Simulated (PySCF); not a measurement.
CH₆GeOSi, neutral, multiplicity 1.

```xyz
10

Ge     0.9456     0.1552     0.0000
O     -0.2085     1.5236     0.0000
C     -1.6126     1.5990     0.0000
H     -2.0968     0.6052     0.0000
H     -1.9559     2.1510     0.8922
H     -1.9559     2.1510    -0.8922
Si    -0.6996    -1.7845     0.0000
H     -1.5915    -1.8023    -1.2059
H     -1.5915    -1.8023     1.2059
H      0.0698    -3.0696     0.0000
```

Coordinates come from a B3LYP-D3(BJ)/def2-SVP optimisation. The structure was generated by enumeration; whether it is a known compound was not checked. The values are those of a single conformer.

Level of theory: PBE/pcSseg-1 run with PySCF. Non-relativistic, no solvent.

Question: Give the absolute GIAO shielding of each atom: isotropic value and principal components (ppm). (Estimate from the structure and the level; the computed values follow.)

Answer: 
```csv
atom,σ(iso),σ11,σ22,σ33,span
Ge1,17.9,-1795.2,824.7,1024.1,2819.2
O2,-68.6,-465.5,-111.5,371.0,836.5
C3,104.1,66.3,77.5,168.5,102.2
H4,26.2,24.0,26.4,28.3,4.3
H5,26.0,23.4,24.3,30.3,7.0
H6,26.0,23.4,24.3,30.3,7.0
Si7,453.2,443.1,447.7,468.9,25.7
H8,27.6,24.3,26.5,32.1,7.9
H9,27.6,24.3,26.5,32.1,7.9
H10,27.8,25.5,25.9,32.0,6.4
```
